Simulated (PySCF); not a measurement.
PBE against PBE0 for molecules with a metal or metalloid centre: dipole moment.

Values in D, from PySCF. Where two bases are given, the first is that of PBE. PBE0 is a level with its own limits.

```tsv
system	basis	PBE	PBE0	PBE − PBE0
Bi(Et)2(SiH3) singlet	def2-SVP	1.26	1.22	0.04
C[SiH](C)[SiH2][GeH3] singlet	def2-SVP	1.43	1.41	0.03
Sn(H)(SeH)3 singlet	def2-TZVP	0.53	0.58	-0.05
boric acid singlet	def2-TZVP	2.94	3.04	-0.10
Ge(Cl)4 singlet	def2-TZVP	0.00	0.00	0.00
Hg(Br)2 singlet	def2-TZVP	0.00	0.00	0.00
Ga2(mu-Cl)2(F)4 singlet	def2-TZVP	0.00	0.00	0.00
Al2(mu-F)2(H)4 singlet	def2-TZVP	0.00	0.00	0.00
Al(Me)2(F) singlet	def2-TZVP	1.90	1.97	-0.07
Fe(CO)5 singlet	def2-TZVP	0.00	0.00	0.00
Si(Cl)(Et)2(Vi) singlet	def2-SVP	1.69	1.83	-0.14
Te(Cl)(Et) singlet	def2-TZVP	2.55	2.70	-0.15
B(F)(Cl)(Me) singlet	def2-TZVP	1.52	1.61	-0.09
Ge(H)2(Me)(OMe) singlet	def2-TZVP	0.78	0.87	-0.09
Cl[SiH](Cl)[SiH2][SiH](Cl)Cl singlet	def2-TZVP	0.60	0.65	-0.06
Ge(Et)(OH)(NH2)2 singlet	def2-TZVP	1.00	1.04	-0.04
B(F)2(SiH3) singlet	def2-TZVP	0.76	0.90	-0.14
C[SiH2]c1ccc([SiH2]F)cc1 singlet	def2-SVP	1.71	1.83	-0.13
Cd(Me)(tBu) singlet	def2-SVP	0.77	1.07	-0.30
Ti(OH)4 singlet	def2-TZVP	0.03	0.03	0.00
In(Et)(OH)(OEt) singlet	def2-SVP	0.76	0.83	-0.08
Al(H)(Br)(Et) singlet	def2-TZVP	1.88	1.95	-0.06
Ge(Me)(OH)(NH2)2 singlet	def2-TZVP	0.96	0.99	-0.03
Al(Cl)(Me)(nPr) singlet	def2-TZVP	1.53	1.57	-0.04
```

The mean difference from PBE0 is -0.06 D (median -0.05) and the mean absolute one 0.07 D (median 0.05); PBE lies above in 3 and below in 21 of 24 cases. It is closest for Ga2(mu-Cl)2(F)4 singlet (0.00), Hg(Br)2 singlet (0.00), Al2(mu-F)2(H)4 singlet (0.00) and furthest off for Cd(Me)(tBu) singlet (-0.30), Te(Cl)(Et) singlet (-0.15), B(F)2(SiH3) singlet (-0.14).
